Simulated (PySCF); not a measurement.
Sb(Cl)2(TeH) (Cl₂HSbTe), SMILES [TeH][Sb]([Cl])[Cl]. Atoms are numbered in the order given.

```xyz
5

Sb    -0.4959     0.5141     0.8000
Cl    -2.3733    -0.1632    -0.5280
Cl     0.0291     2.5669    -0.3327
Te     1.2060    -1.2724    -0.5143
H      2.4281    -0.9158     0.5754
```
Charge 0, spin multiplicity 1.

Geometry: B3LYP-D3(BJ)/def2-SVP. The structure was generated by enumeration; whether it is a known compound was not checked. The def2 effective core potentials stand for the cores of Sb, Te; spin–orbit coupling is left out.

Computed with ωB97X/def2-TZVP (PySCF).

Atomic charges (e):

```
atom  Mulliken  Löwdin
----  --------  ------
Sb1       0.71     [?]
Cl2      -0.33     [?]
Cl3      -0.33     [?]
Te4      -0.10     [?]
H5        0.05     [?]
```

**Question.** What belongs in the gaps? (The exact figures need the calculation; the answer reports its results.)

**Answer.** 
- Sb1, Löwdin: 0.10
- Cl2, Löwdin: -0.06
- Cl3, Löwdin: -0.08
- Te4, Löwdin: 0.05
- H5, Löwdin: -0.01
